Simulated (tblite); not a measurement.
A geometry optimisation, step by step.

C6H7FN (doublet state).
Numbering: `[CH2:1]=[CH:2][C:3]1[CH2:4][C:5]([F:6])=[CH:7][NH:8]1` (hydrogens: H9, H10 on C1; H11 on C2; H12, H13 on C4; H14 on C7; H15 on N8)
Bond orders are those of one Lewis drawing.

Computed with GFN2-xTB (tblite), gas phase: L-BFGS steps from a force-field or distance-geometry start until the largest atomic force falls under 0.01 eV/Å. 7 of its 18 geometries are shown.

Step 0: E = -652.7418 eV, largest atomic force 1.156 eV/Å
```
atom  x, y, z in Å  |  force x, y, z in eV/Å
C1      2.502   -0.671    0.101    0.257   0.254   0.360
C2      1.341   -0.898   -0.555   -1.064   0.398   0.216
C3      0.111   -0.264   -0.253    0.605  -0.017   0.025
C4     -0.179    0.794    0.801   -0.299  -0.723   0.348
C5     -1.650    1.031    0.593    0.164  -0.489  -0.687
F6     -2.412    1.892    1.279    0.164   0.156   0.239
C7     -2.091    0.266   -0.422   -0.365   0.119   0.084
N8     -1.068   -0.497   -0.916   -0.041  -0.247  -0.293
H9      2.576    0.040    0.917   -0.035  -0.241  -0.288
H10     3.395   -1.200   -0.175    0.061   0.020   0.028
H11     1.338   -1.632   -1.355   -0.135   0.123   0.051
H12     0.398    1.695    0.641    0.310   0.260   0.135
H13    -0.001    0.398    1.825    0.162   0.314  -0.385
H14    -3.087    0.203   -0.824    0.108  -0.029   0.008
H15    -1.179   -1.149   -1.679    0.107   0.104   0.158
```

Step 3: E = -652.7944 eV, largest atomic force 0.252 eV/Å
```
atom  x, y, z in Å  |  force x, y, z in eV/Å
C1      2.498   -0.668    0.102    0.150   0.042   0.112
C2      1.322   -0.887   -0.541   -0.216   0.003  -0.039
C3      0.109   -0.258   -0.251    0.151  -0.081  -0.010
C4     -0.183    0.776    0.803   -0.068   0.233  -0.069
C5     -1.647    1.021    0.574    0.084  -0.075  -0.046
F6     -2.388    1.890    1.285    0.178  -0.003   0.062
C7     -2.099    0.258   -0.429   -0.086   0.044   0.026
N8     -1.067   -0.500   -0.920   -0.083  -0.131  -0.176
H9      2.576    0.035    0.911    0.005   0.018   0.016
H10     3.395   -1.196   -0.172   -0.093   0.039   0.000
H11     1.325   -1.617   -1.346   -0.157   0.100   0.043
H12     0.406    1.693    0.655    0.003  -0.097   0.092
H13     0.012    0.412    1.814    0.098   0.002   0.090
H14    -3.090    0.201   -0.828   -0.066  -0.055  -0.090
H15    -1.172   -1.151   -1.679    0.101  -0.038  -0.010
```

Step 6: E = -652.8061 eV, largest atomic force 0.114 eV/Å
```
atom  x, y, z in Å  |  force x, y, z in eV/Å
C1      2.496   -0.666    0.106   -0.054   0.024   0.025
C2      1.313   -0.883   -0.533    0.052   0.011  -0.006
C3      0.105   -0.256   -0.251   -0.030  -0.012  -0.012
C4     -0.186    0.779    0.799    0.050  -0.055   0.028
C5     -1.644    1.015    0.565   -0.008   0.019   0.042
F6     -2.359    1.888    1.293    0.007   0.045   0.050
C7     -2.106    0.253   -0.435    0.004  -0.002  -0.023
N8     -1.070   -0.506   -0.928    0.002   0.028   0.039
H9      2.577    0.037    0.912    0.007   0.060   0.070
H10     3.389   -1.193   -0.172   -0.027  -0.011  -0.028
H11     1.305   -1.603   -1.339   -0.070  -0.056  -0.071
H12     0.411    1.687    0.668    0.028   0.076  -0.040
H13     0.025    0.420    1.814   -0.031  -0.031  -0.001
H14    -3.098    0.194   -0.838    0.024  -0.034  -0.025
H15    -1.161   -1.159   -1.684    0.048  -0.061  -0.049
```

Step 8: E = -652.8079 eV, largest atomic force 0.059 eV/Å
```
atom  x, y, z in Å  |  force x, y, z in eV/Å
C1      2.495   -0.663    0.109   -0.050  -0.001  -0.015
C2      1.314   -0.882   -0.534   -0.011   0.011  -0.005
C3      0.104   -0.257   -0.251   -0.011   0.004  -0.003
C4     -0.184    0.779    0.800    0.017  -0.027  -0.014
C5     -1.643    1.015    0.566   -0.004   0.002   0.007
F6     -2.355    1.890    1.297    0.014   0.009   0.014
C7     -2.107    0.253   -0.435    0.035  -0.019  -0.017
N8     -1.071   -0.507   -0.929    0.023   0.030   0.045
H9      2.578    0.041    0.917   -0.011   0.002   0.001
H10     3.385   -1.193   -0.174   -0.024   0.014   0.004
H11     1.297   -1.604   -1.343   -0.010  -0.003   0.002
H12     0.413    1.690    0.667   -0.013  -0.004  -0.023
H13     0.025    0.419    1.815   -0.020  -0.016  -0.020
H14    -3.098    0.191   -0.842    0.038  -0.013   0.000
H15    -1.156   -1.163   -1.686    0.025   0.011   0.023
```

Step 11: E = -652.8086 eV, largest atomic force 0.035 eV/Å
```
atom  x, y, z in Å  |  force x, y, z in eV/Å
C1      2.491   -0.662    0.110    0.016   0.000   0.000
C2      1.312   -0.882   -0.535   -0.011  -0.005  -0.003
C3      0.104   -0.257   -0.251    0.020   0.007   0.007
C4     -0.183    0.778    0.799   -0.020   0.028   0.007
C5     -1.643    1.015    0.567    0.012  -0.004  -0.007
F6     -2.351    1.891    1.300    0.011  -0.008  -0.005
C7     -2.105    0.253   -0.436   -0.006   0.020   0.025
N8     -1.070   -0.507   -0.927   -0.003  -0.012  -0.016
H9      2.576    0.042    0.918   -0.029  -0.010  -0.017
H10     3.381   -1.191   -0.174   -0.006   0.007   0.004
H11     1.293   -1.604   -1.343    0.005   0.002   0.005
H12     0.412    1.690    0.665   -0.005  -0.015  -0.005
H13     0.023    0.416    1.814    0.004  -0.009   0.000
H14    -3.094    0.188   -0.843    0.004  -0.007  -0.007
H15    -1.151   -1.163   -1.684    0.009   0.006   0.011
```

Step 14: E = -652.8087 eV, largest atomic force 0.018 eV/Å
```
atom  x, y, z in Å  |  force x, y, z in eV/Å
C1      2.490   -0.662    0.109   -0.004  -0.002  -0.006
C2      1.311   -0.882   -0.535    0.005  -0.003   0.001
C3      0.105   -0.256   -0.251   -0.008   0.000  -0.003
C4     -0.183    0.779    0.799    0.011  -0.010   0.001
C5     -1.642    1.015    0.567   -0.004   0.005   0.002
F6     -2.350    1.891    1.300   -0.003   0.006   0.005
C7     -2.104    0.254   -0.435   -0.002  -0.009  -0.008
N8     -1.069   -0.506   -0.927    0.003   0.006   0.006
H9      2.573    0.041    0.917   -0.017   0.006   0.002
H10     3.380   -1.190   -0.174    0.012  -0.003   0.000
H11     1.293   -1.604   -1.343    0.000  -0.003  -0.003
H12     0.412    1.690    0.664    0.006   0.008   0.003
H13     0.023    0.415    1.813    0.004   0.001   0.004
H14    -3.093    0.187   -0.844   -0.003   0.000  -0.002
H15    -1.149   -1.163   -1.683    0.002  -0.003  -0.002
```

Step 17: E = -652.8088 eV, largest atomic force 0.009 eV/Å
```
atom  x, y, z in Å  |  force x, y, z in eV/Å
C1      2.490   -0.662    0.109   -0.004   0.000   0.001
C2      1.311   -0.882   -0.536    0.000  -0.002  -0.005
C3      0.105   -0.256   -0.251    0.003  -0.005  -0.001
C4     -0.183    0.779    0.800    0.001  -0.001  -0.004
C5     -1.642    1.015    0.567    0.001  -0.003   0.001
F6     -2.349    1.892    1.301    0.000  -0.001  -0.002
C7     -2.105    0.254   -0.435    0.003   0.001   0.000
N8     -1.069   -0.506   -0.927    0.000  -0.001  -0.001
H9      2.569    0.042    0.916   -0.002   0.001   0.000
H10     3.381   -1.190   -0.173   -0.001   0.007   0.006
H11     1.293   -1.605   -1.343   -0.003  -0.004  -0.004
H12     0.413    1.690    0.664    0.001  -0.002   0.007
H13     0.023    0.415    1.814    0.002   0.005  -0.003
H14    -3.093    0.187   -0.845    0.001   0.002   0.003
H15    -1.148   -1.163   -1.683   -0.002   0.001   0.001
```

**Question.** Summarise the path.

**Answer.** The energy falls by 0.0670 eV from step 0 to step 17; nine tenths of that is first reached at step 5. It falls at every step. The largest force goes from 1.156 to 0.009 eV/Å. Among the bonds C2–C3 changes most, from 1.417 to 1.389 Å; the atoms move by 0.032 Å rms after alignment.

**Question.** Follow the three bonds and two angles with the largest change from start to end.

**Answer.** 
```json
{"step": "0", "E above end (eV)": "0.0670", "largest force (eV/Å)": "1.156", "C2–C3 (Å)": "1.417", "C3–C4 (Å)": "1.521", "C4–H13 (Å)": "1.112", "C4–C5–F6 (°)": "126.0", "H12–C4–H13 (°)": "110.3"}
{"step": "1", "E above end (eV)": "0.0376", "largest force (eV/Å)": "0.427", "C2–C3 (Å)": "1.393", "C3–C4 (Å)": "1.520", "C4–H13 (Å)": "1.099", "C4–C5–F6 (°)": "125.2", "H12–C4–H13 (°)": "109.6"}
{"step": "2", "E above end (eV)": "0.0281", "largest force (eV/Å)": "0.332", "C2–C3 (Å)": "1.394", "C3–C4 (Å)": "1.515", "C4–H13 (Å)": "1.095", "C4–C5–F6 (°)": "125.0", "H12–C4–H13 (°)": "109.1"}
{"step": "3", "E above end (eV)": "0.0144", "largest force (eV/Å)": "0.252", "C2–C3 (Å)": "1.396", "C3–C4 (Å)": "1.505", "C4–H13 (Å)": "1.093", "C4–C5–F6 (°)": "124.1", "H12–C4–H13 (°)": "107.8"}
{"step": "4", "E above end (eV)": "0.0077", "largest force (eV/Å)": "0.259", "C2–C3 (Å)": "1.392", "C3–C4 (Å)": "1.502", "C4–H13 (Å)": "1.094", "C4–C5–F6 (°)": "123.4", "H12–C4–H13 (°)": "106.7"}
{"step": "5", "E above end (eV)": "0.0046", "largest force (eV/Å)": "0.139", "C2–C3 (Å)": "1.391", "C3–C4 (Å)": "1.502", "C4–H13 (Å)": "1.096", "C4–C5–F6 (°)": "122.7", "H12–C4–H13 (°)": "106.2"}
{"step": "6", "E above end (eV)": "0.0027", "largest force (eV/Å)": "0.114", "C2–C3 (Å)": "1.390", "C3–C4 (Å)": "1.503", "C4–H13 (Å)": "1.097", "C4–C5–F6 (°)": "122.5", "H12–C4–H13 (°)": "106.1"}
{"step": "7", "E above end (eV)": "0.0014", "largest force (eV/Å)": "0.087", "C2–C3 (Å)": "1.390", "C3–C4 (Å)": "1.505", "C4–H13 (Å)": "1.098", "C4–C5–F6 (°)": "122.3", "H12–C4–H13 (°)": "106.2"}
{"step": "8", "E above end (eV)": "0.0009", "largest force (eV/Å)": "0.059", "C2–C3 (Å)": "1.390", "C3–C4 (Å)": "1.504", "C4–H13 (Å)": "1.098", "C4–C5–F6 (°)": "122.3", "H12–C4–H13 (°)": "106.3"}
{"step": "9", "E above end (eV)": "0.0006", "largest force (eV/Å)": "0.049", "C2–C3 (Å)": "1.390", "C3–C4 (Å)": "1.504", "C4–H13 (Å)": "1.097", "C4–C5–F6 (°)": "122.2", "H12–C4–H13 (°)": "106.4"}
{"step": "10", "E above end (eV)": "0.0004", "largest force (eV/Å)": "0.039", "C2–C3 (Å)": "1.390", "C3–C4 (Å)": "1.503", "C4–H13 (Å)": "1.097", "C4–C5–F6 (°)": "122.2", "H12–C4–H13 (°)": "106.5"}
{"step": "11", "E above end (eV)": "0.0002", "largest force (eV/Å)": "0.035", "C2–C3 (Å)": "1.389", "C3–C4 (Å)": "1.502", "C4–H13 (Å)": "1.097", "C4–C5–F6 (°)": "122.2", "H12–C4–H13 (°)": "106.6"}
{"step": "12", "E above end (eV)": "0.0001", "largest force (eV/Å)": "0.028", "C2–C3 (Å)": "1.389", "C3–C4 (Å)": "1.502", "C4–H13 (Å)": "1.097", "C4–C5–F6 (°)": "122.1", "H12–C4–H13 (°)": "106.7"}
{"step": "13", "E above end (eV)": "0.0001", "largest force (eV/Å)": "0.023", "C2–C3 (Å)": "1.389", "C3–C4 (Å)": "1.502", "C4–H13 (Å)": "1.097", "C4–C5–F6 (°)": "122.1", "H12–C4–H13 (°)": "106.7"}
{"step": "14", "E above end (eV)": "0.0001", "largest force (eV/Å)": "0.018", "C2–C3 (Å)": "1.389", "C3–C4 (Å)": "1.502", "C4–H13 (Å)": "1.097", "C4–C5–F6 (°)": "122.1", "H12–C4–H13 (°)": "106.7"}
{"step": "15", "E above end (eV)": "0.0000", "largest force (eV/Å)": "0.017", "C2–C3 (Å)": "1.389", "C3–C4 (Å)": "1.502", "C4–H13 (Å)": "1.097", "C4–C5–F6 (°)": "122.1", "H12–C4–H13 (°)": "106.7"}
{"step": "16", "E above end (eV)": "0.0000", "largest force (eV/Å)": "0.012", "C2–C3 (Å)": "1.389", "C3–C4 (Å)": "1.502", "C4–H13 (Å)": "1.097", "C4–C5–F6 (°)": "122.1", "H12–C4–H13 (°)": "106.8"}
{"step": "17", "E above end (eV)": "0.0000", "largest force (eV/Å)": "0.009", "C2–C3 (Å)": "1.389", "C3–C4 (Å)": "1.502", "C4–H13 (Å)": "1.097", "C4–C5–F6 (°)": "122.1", "H12–C4–H13 (°)": "106.8"}
```

The cost below is that of the whole relaxation. Hardware: one thread, Arm Neoverse V2 (aarch64), no GPU, shared host. Cost: under 0.1 s.
